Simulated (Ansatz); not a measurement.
Species: sum formula SiN3H8 (charge +1, singlet). It need not be the lowest isomer of its formula. 
Structure (B3LYP-D3(BJ)/def2-TZVP (Ansatz, a program for electronic structure) minimum search):
```xyz
12

N     -0.6083     1.5392     0.0861
Si    -0.1008    -0.0191     0.4234
N     -1.0170    -1.2072    -0.3400
N      1.5955    -0.2618    -0.4640
H     -1.1125     1.8100    -0.7444
H     -0.5811     2.2757     0.7747
H      0.3588    -0.1638     1.8091
H     -1.9991    -1.0486    -0.5152
H     -0.8164    -2.1953    -0.2924
H      1.4738    -0.2047    -1.4770
H      2.2606     0.4648    -0.1927
H      2.0357    -1.1621    -0.2640
```
Charge +1, spin multiplicity 1.

Basis-set convergence of Hartree-Fock and MP2 correlation energies (hartree) with Ansatz. Valence correlation only, unless marked. Spin-orbit coupling is left out. Non-relativistic.

| basis | functions | E(HF) | E(corr, MP2) |
|---|---|---|---|
| cc-pV(D+d)Z | 105 | -456.84090 | -0.61487 |
| cc-pV(T+d)Z | 241 | -456.92055 | -0.76716 |
| cc-pV(Q+d)Z | 469 | -456.93688 | -0.82109 |

Extrapolating the two largest sets (X = 3 and 4) as X^-3: E(corr) = (64·(-0.82109) - 27·(-0.76716))/37 = -0.8604 Eh, an estimate of the basis-set limit. The largest set recovers 95.4 % of it, the smallest 71.5 %.
